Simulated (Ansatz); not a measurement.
H8O2Si3 can be A, `[SiH3]O[SiH2]O[SiH3]`, or B, `O[SiH](O)[SiH2][SiH3]`.

Gas-phase electronic energies from Ansatz, PBE0-D4/def2-TZVP geometries. CCSD(T)/CBS is the MP2 limit (def2-TZVPP, def2-QZVPP) plus CCSD(T) − MP2 in def2-TZVPP, frozen cores. Functionals use def2-TZVPP. B3LYP here is the variant with VWN-RPA as its local correlation; programs differ in this. One conformer a species, not always the lowest.

A:

Z-matrix (Å, degrees):
```
Si
O 1 1.637
H 1 1.485 2 109.9
H 1 1.483 2 108.3 3 -119.7
H 1 1.487 2 110.2 3 120.4
Si 2 1.627 1 145.9 3 -78.5
O 6 1.627 2 110.9 1 61.3
H 6 1.480 2 107.2 1 -178.8
H 6 1.480 2 109.8 1 -56.9
Si 7 1.637 6 145.8 2 60.6
H 10 1.483 7 108.2 6 162.1
H 10 1.485 7 109.9 6 -78.2
H 10 1.487 7 110.3 6 42.1
```

B:

Z-matrix (Å, degrees):
```
Si
O 1 1.648
Si 1 2.343 2 103.6
O 1 1.647 2 112.8 3 123.1
H 1 1.486 2 110.7 3 -121.9
H 2 0.959 1 117.8 3 173.6
Si 3 2.338 1 110.3 2 -45.6
H 3 1.491 1 109.5 2 -167.1
H 3 1.493 1 109.4 2 75.1
H 4 0.959 1 117.4 2 -68.0
H 7 1.488 3 111.2 1 -174.3
H 7 1.486 3 109.9 1 65.1
H 7 1.488 3 109.6 1 -54.4
```

Q: Which isomer does CCSD(T)/CBS put lower? Give the gap. (Best estimate.)

A: Ansatz gave: A, by 49.6 kcal/mol.

Q: Give E(B) − E(A) in kcal/mol with B3LYP-D4, PBE0-D4, CCSD(T)/def2-TZVPP, HF/def2-TZVPP, MP2/def2-TZVPP, CCSD/def2-TZVPP, B3LYP. (An estimate is asked.)

A: Computed: B3LYP-D4 49.5, PBE0-D4 40.7, CCSD(T)/def2-TZVPP 49.6, HF/def2-TZVPP 63.7, MP2/def2-TZVPP 52.9, CCSD/def2-TZVPP 51.6, B3LYP 49.8. None reverses the order clearly.

Largest T1 diagnostic: 0.013.

From PBE to PBE0 (25 % exact exchange), in def2-TZVPP and without D4, E(B) − E(A) moves by +4.6 kcal/mol. In def2-TZVPP, CCSD(T) changes the Hartree–Fock value by −14.1 kcal/mol (the triples alone add −2.0 kcal/mol) and MP2 by −10.8 kcal/mol.
